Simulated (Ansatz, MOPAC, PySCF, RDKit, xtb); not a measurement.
Dimer: stibine (SMILES [SbH3]) (first 4 atoms) with stibine (SMILES [SbH3]); geometry from B3LYP-D3(BJ)/def2-TZVP, rigid monomers moved along the line of their centres of mass till Sb1···Sb5 is 6.13 Å.
(charge 0, multiplicity 1):
```xyz
8

Sb     0.34508    -0.32205    -0.42015
H      1.60686    -0.27149     0.73822
H     -0.44804    -1.56965     0.44635
H     -0.53278     0.87793     0.43117
Sb    -0.78730     0.03411     5.59218
H     -0.38095     1.63895     5.15269
H     -1.42595     0.56442     7.09547
H     -2.32257     0.16842     4.84528
```

```
level                                interaction energy (meV)
-----------------------------------  ------------------------
UFF                                                     -10.2
GFN-FF                                                  -14.2
AM1                                                       0.3
PM3                                                      -0.4
PM6                                                      -0.7
PM7                                                      -6.6
GFN1-xTB                                                -23.2
GFN2-xTB                                                -22.8
HF/STO-3G (no counterpoise)                               0.4
HF/3-21G (no counterpoise)                               -3.8
HF/def2-SVPD                                             -2.3
HF/def2-TZVPPD                                           -2.4
PBE/def2-TZVPPD                                          -6.5
PBE-D3(BJ)/def2-TZVPPD                                  -18.1
PBE-D4/def2-TZVPPD                                      -18.8
r2SCAN/def2-TZVPPD                                       -5.8
r2SCAN-D3(BJ)/def2-TZVPPD                               -14.7
r2SCAN-D4/def2-TZVPPD                                   -13.6
B3LYP/3-21G (no counterpoise)                            -1.4
B3LYP/LANL2DZ (no counterpoise)                           0.4
B3LYP/def2-TZVPPD                                         1.3
B3LYP-D3(BJ)/def2-TZVPPD                                -16.3
B3LYP-D4/def2-TZVPPD                                    -16.1
PBE0/def2-TZVPPD                                         -5.2
PBE0-D3(BJ)/def2-TZVPPD                                 -18.5
PBE0-D4/def2-TZVPPD                                     -18.3
wB97X-V/def2-TZVPPD                                     -12.7
wB97M-V/def2-TZVPPD                                     -13.4
MP2/def2-SVPD                                           -14.1
MP2/def2-TZVPPD                                         -14.4
MP2/CBS(def2-SVPD, def2-TZVPPD)                         -14.4
SCS-MP2/def2-SVPD                                       -11.4
SCS-MP2/def2-TZVPPD                                     -11.6
CCSD/def2-SVPD                                          -11.5
CCSD/def2-TZVPPD                                        -11.3
CCSD(T)/def2-SVPD                                       -13.0
CCSD(T)/def2-TZVPPD                                     -13.0
CCSD(T)/CBS(def2-SVPD, def2-TZVPPD)                     -12.9
```

The rows run from -23.2 (GFN1-xTB) to 1.3 meV (B3LYP/def2-TZVPPD). In def2-TZVPPD the value moves HF -2.4, MP2 -14.4, CCSD -11.3, CCSD(T) -13.0, a shift of -10.6 from HF to CCSD(T). From def2-SVPD to def2-TZVPPD CCSD(T) changes by 0.0. The dispersion term adds -11.7 in PBE-D3(BJ), -12.4 in PBE-D4, -8.9 in r2SCAN-D3(BJ). The 6 functionals in def2-TZVPPD without D3 or D4 span 14.8, from wB97M-V to B3LYP.

Interaction energies are E(AB) − E(A) − E(B) at the monomers' geometry in the complex; basis-set methods are counterpoise corrected. Rows marked so take none. RDKit's UFF carries no charges.

Cores are frozen in the correlated methods. Filled d and f shells under p-block atoms count as core. CBS: X⁻³ extrapolation of the correlation energy, Hartree–Fock from the larger set. Rows in 3-21G, LANL2DZ, STO-3G carry no dispersion term and start afresh at each structure; the Pople sets are all-electron and without relativity. LANL2DZ brings its own core potentials from Na on. The state reached by AM1, PM3, PM6, PM7 isn't checked; PM7 holds dispersion and hydrogen-bond terms.

The values were computed with Ansatz (Gaussian basis) for Hartree–Fock, density functionals and correlated methods; MOPAC for AM1, PM3, PM6, PM7 (differences of heats of formation); PySCF for 3-21G rows, LANL2DZ rows, STO-3G rows, the dispersion terms; RDKit for the force fields; xtb for the GFN methods.  In def2 rows elements past Kr take small-core potentials, without spin–orbit coupling.

Ansatz is a program for electronic structure.
